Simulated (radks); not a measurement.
Q: The table gives one normalised radial function P(r) = r R(r) of Rb- in [Kr] 5s2 (r in bohr). Method: scalar-relativistic Kohn-Sham, PBE, spin-polarised, spherical densities, point nucleus; hard spherical wall at 15 bohr; computed with a radial shooting solver on a logarithmic mesh with Libxc functionals.

r,P
0.006874,0.0003
0.009242,0.0007
0.01243,0.0016
0.01671,0.0037
0.02246,0.0083
0.0302,0.0182
0.0406,0.0391
0.05459,0.0806
0.07339,0.1587
0.09867,0.2942
0.1327,0.5052
0.1784,0.7886
0.2398,1.0962
0.3224,1.3278
0.4335,1.3672
0.5828,1.1687
0.7773,0.8188
1.045,0.4452
1.405,0.1799
1.889,0.0497
2.54,0.0084
3.415,0.0008
4.591,0.0000
6.172,0.0000
8.298,0.0000
11.16,0.0000
15,0.0000

Which n and l does it have? It may be an empty orbital.

A: n = 3, l = 2: the number of nodes gives n - l - 1 = 0, the rise at small r (about r^(l+1), flatter next to the nucleus through relativity) gives l, and the extent must fit the shell. The curve is that of 3d. 3d: eigenvalue -99.792 eV, 0 radial nodes, <r> = 0.525 bohr, 90 % of the charge inside 0.856 bohr.
